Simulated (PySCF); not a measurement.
Cl3Si, SMILES Cl[Si](Cl)Cl (connectivity only; charge and spin as stated), charge +1, multiplicity 1.

Geometry optimised at B3LYP-D3(BJ)/def2-SVP. The multiplicity is an assumed one; other spin states were not compared. The isomer is the one that the SMILES or the coordinates give; other isomers of the formula were not compared.

These are B3LYP-D3(BJ)/def2-SVP (PySCF) values and carry that method's errors.

Frequencies are harmonic and unscaled.

Modes within 1.5 cm⁻¹ of each other (mostly degenerate sets) share a row, with their intensities summed.

Computed harmonic wavenumbers and intensities:
| mode | ν (cm⁻¹) | IR (km/mol) | moving atoms (share of kinetic energy) |
|---|---|---|---|
| 1–2 | 180 | 14.0 | Cl 88 %, Si 12 % |
| 3 | 231 | 21.9 | Si 79 %, Cl 21 % |
| 4 | 448 | 0.0 | Cl 100 % |
| 5–6 | 741 | 339.2 | Si 67 %, Cl 33 % |
